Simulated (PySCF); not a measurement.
# Computed structure and properties of [Ce(OH)3]+

System: [Ce(OH)3]+ (singlet); start: template (C3v). Method: PySCF 2.14.0, RKS PBE0, Ce lcecp-2-SVP with ECP46, O def2-SVP, H def2-SVP; non-relativistic Hamiltonian with scalar-relativistic core potentials where named; density fitting; no spin-orbit coupling.

Input of the relaxation:

```python
mol = gto.M(atom='''
Ce     0.00000     0.00000    -0.00554
O      2.11862    -0.00002    -0.00554
H      3.01861    -0.00003     0.34446
O     -1.05929     1.83479    -0.00554
H     -1.50928     2.61421     0.34446
O     -1.05933    -1.83477    -0.00554
H     -1.50933    -2.61418     0.34446''',
    basis={'Ce': 'lcecp-2-SVP', 'O': 'def2-SVP', 'H': 'def2-SVP'},
    ecp={'Ce': 'lcecp-2-SVP'},
    charge=1, spin=0)
mf = dft.RKS(mol, xc='PBE0')
mf.grids.atom_grid = (50, 194)  # f atoms: unpruned, at least (60, 302)
mf = mf.density_fit()  # fitting sets: Ce AutoAux, O def2-universal-JKFIT, H def2-universal-JKFIT
mf.conv_tol = 1e-08; mf.max_cycle = 55
mf.kernel(dm0)  # dm0: converged density of the start geometry
# quasi-Newton relaxation in Cartesian coordinates to a largest gradient under 0.00045 Eh/bohr, steps kept in the point group
```

Run from Python with OMP_NUM_THREADS=2; the lines above give its settings. Where DIIS fails, smearing, a level shift and second-order steps follow.
It took 40 s on 2 threads of Arm Neoverse V1, with other jobs on the host, from the converged density of the start.

Course of the relaxation:

| step | energy above end (eV) | largest force component within the symmetry (eV/Å) |
| --- | --- | --- |
| 0 | 0.8674 | 2.685 |
| 1 | 0.4170 | 0.687 |
| 2 | 0.2105 | 0.583 |
| 3 | 0.1541 | 1.466 |
| 4 | 0.0718 | 0.250 |
| 5 | 0.0516 | 0.187 |
| 6 | 0.0328 | 0.392 |
| 7 | 0.0092 | 0.336 |
| 8 | 0.0019 | 0.092 |
| 9 | 0.0005 | 0.126 |
| 10 | 0.0001 | 0.035 |
| 11 | 0.0000 | 0.007 |
| 12 | 0.0000 | 0.001 |

Relaxed geometry (C3v):

```xyz
7

Ce    0.0000    0.0000   -0.7210
O     1.8548    0.0000    0.0239
H     2.6626    0.0000    0.5535
O    -0.9274    1.6063    0.0239
H    -1.3313    2.3059    0.5535
O    -0.9274   -1.6063    0.0239
H    -1.3313   -2.3059    0.5535
```

```
    contact      Å
Ce1–O2 (OH)  1.999
Ce1–O4 (OH)  1.999
Ce1–O6 (OH)  1.999
```

On the finer grid (75, 302):

```json
{
  "HOMO": "not given (4f levels lie in the core)",
  "LUMO": "not given (4f levels lie in the core)",
  "Dipole about the centre of mass": "1.41 D",
  "Set of Mulliken populations of Ce1 outside the core potential": "s 2.10, p 6.15, d 1.88, f 0.19",
  "D3(BJ) dispersion energy (not in the energies)": "-0.092 eV"
}
```

```
atom  Mulliken (e)  Löwdin (e)  spin (e)
 Ce1          1.67        1.51      0.00
  O2         -0.48       -0.30      0.00
  H3          0.26        0.13      0.00
  O4         -0.48       -0.30      0.00
  H5          0.26        0.13      0.00
  O6         -0.48       -0.30      0.00
  H7          0.26        0.13      0.00
```

The large-core potential holds the 4f shell empty.

On the grid (50, 194), as all that follows. Harmonic modes: a minimum; lowest 136 cm⁻¹ (negative: unstable), highest 3908 cm⁻¹, zero-point energy 1.065 eV.

Taking off one OH (charge -1, singlet; the rest: singlet) in vacuum, both parts rigid, costs 17.75 eV; the small basis without counterpoise inflates it. Most of it is the attraction of opposite charges; other ways to part are cheaper, and one spin state was tried for the rest.

Rigid scan of OH along the line from its metal:

distance to O2 (Å), energy (eV) and a bar:
```
     1.70      2.061 ##########
     1.80      0.785 ####
     1.90      0.169 #
     2.00      0.000 
     2.10      0.127 #
     2.20      0.443 ##
     2.40      1.370 #######
     2.70      2.927 ###############
     3.10      4.664 #######################
     3.60      6.039 ##############################
```

One start shape was tried, so this needn't be the lowest isomer.
